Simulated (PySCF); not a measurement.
# Ionisation energy of Ge⁺ by level of theory

Ge⁺ [Ar] 3d10 4s2 4p1 (2P) → Ge²⁺ [Ar] 3d10 4s2 (1S), as a difference of total energies. All numbers are calculated (PySCF 2.14, the spin-free X2C one-electron Hamiltonian (Gaussian nucleus), in x2c-QZVPPall). Correlated levels: valence and next inner shell: [Ne] frozen. The calculations carry no spin-orbit coupling.

Question: Order these methods by the ionisation energy they give, lowest first.
A. UHF
B. CCSD(T) (valence and next inner shell)
C. SCS-MP2 (valence and next inner shell)
D. MP2 (valence and next inner shell)

Answer: A (15.257 eV), C (15.613 eV), D (15.673 eV), B (15.726 eV).

Errors of the correlated levels include the incompleteness of this basis and the frozen core.

For comparison: 15.789 eV (measured; NIST levels, between the centres of gravity of the two terms).
